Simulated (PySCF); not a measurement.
Highest occupied level (eV) of eight silicon and germanium compounds: PBE beside ωB97X, computed with PySCF for isolated molecules in the bases named; differences from unrounded values. The eight are the first of their class met in an unordered collection, after screening for sound electronic states; none was chosen by its value. Each molecule has one DFT geometry for both levels.

```
molecule                                 basis   ωB97X         PBE  difference
-----------------------------------  ---------  ------  ----------  ----------
C4H7FSi, SMILES F[C@]1([SiH3])C=CC1  def2-TZVP   -9.92       -6.45        3.47
C2H6GeO2, SMILES C=C[O][GeH2][OH]    def2-TZVP   -8.99       -5.46        3.52
CH4N2OSi, SMILES N[SiH2]N=C=O        def2-TZVP  -10.49       -6.58        3.91
ClH3OS2Si, SMILES S[Si](Cl)(O)S      def2-TZVP  -10.28  (withheld)  (withheld)
C3H6FNSi, SMILES N#CCC[SiH2]F        def2-TZVP  -11.58       -7.82        3.76
C3H6FNSi, SMILES F[SiH2]N1C=CC1      def2-TZVP   -8.62  (withheld)  (withheld)
Ge2H6O, SMILES [GeH3][O][GeH3]       def2-TZVP  -10.60       -6.70        3.89
C3H4F2Si, SMILES C#CC(F)(F)[SiH3]    def2-TZVP  -10.76  (withheld)  (withheld)
```

Question: Some entries are withheld; supply them. (An estimate is asked for; the answer gives what the named calculation found.)

Answer: 
- C3H4F2Si, SMILES C#CC(F)(F)[SiH3], PBE: -7.12
- C3H4F2Si, SMILES C#CC(F)(F)[SiH3], difference: 3.64
- C3H6FNSi, SMILES F[SiH2]N1C=CC1, PBE: -5.23
- C3H6FNSi, SMILES F[SiH2]N1C=CC1, difference: 3.40
- ClH3OS2Si, SMILES S[Si](Cl)(O)S, PBE: -6.62
- ClH3OS2Si, SMILES S[Si](Cl)(O)S, difference: 3.66

PBE lies below ωB97X in 0 and above it in 8 of the eight; the mean signed difference is 3.66 and the largest 3.91 eV.
